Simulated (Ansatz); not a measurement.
AlBH7NSi, SMILES `NB[SiH2][AlH2]`, relaxed with RKS PBE0-D4/def2-TZVP in the Gaussian-basis code of Ansatz from a PBE-D4/def2-SVP geometry. The force threshold is 0.005 eV/Å; the program also tests the step.

Charge 0, multiplicity 1.

Start:

```xyz
11

N    -0.459   -1.787   -1.221
B     0.022   -1.328    0.008
Si    1.017    0.429    0.169
Al   -0.558    2.118    1.003
H    -0.304   -1.305   -2.108
H    -0.989   -2.655   -1.324
H    -0.221   -1.995    1.001
H     2.195    0.308    1.107
H     1.547    0.888   -1.177
H    -0.703    2.462    2.566
H    -1.547    2.866   -0.024
```

```csv
step,energy (eV),largest force (eV/Å),largest move (Å)
1,-16747.3354,0.536,0.000
2,-16747.3620,0.139,0.028
3,-16747.3623,0.052,0.048
4,-16747.3640,0.015,0.028
5,-16747.3641,0.008,0.002
6,-16747.3641,0.008,0.004
7,-16747.3641,0.012,0.010
8,-16747.3642,0.022,0.020
9,-16747.3642,0.019,0.029
10,-16747.3643,0.016,0.005
11,-16747.3643,0.016,0.012
12,-16747.3643,0.010,0.010
13,-16747.3643,0.006,0.007
14,-16747.3644,0.004,0.008
15,-16747.3644,0.004,0.012
16,-16747.3644,0.006,0.009
17,-16747.3644,0.006,0.007
18,-16747.3644,0.002,0.002
```

End:

```xyz
11

N    -0.434   -1.809   -1.210
B     0.011   -1.317    0.008
Si    0.989    0.441    0.142
Al   -0.560    2.127    1.011
H    -0.256   -1.357   -2.092
H    -0.951   -2.669   -1.299
H    -0.253   -1.951    0.992
H     2.164    0.317    1.055
H     1.502    0.874   -1.197
H    -0.734    2.376    2.573
H    -1.478    2.968    0.017
```

It took 2.3 min on 2 threads of an Arm Neoverse N1 on a shared host, with 0.41 GiB of host memory at the peak.
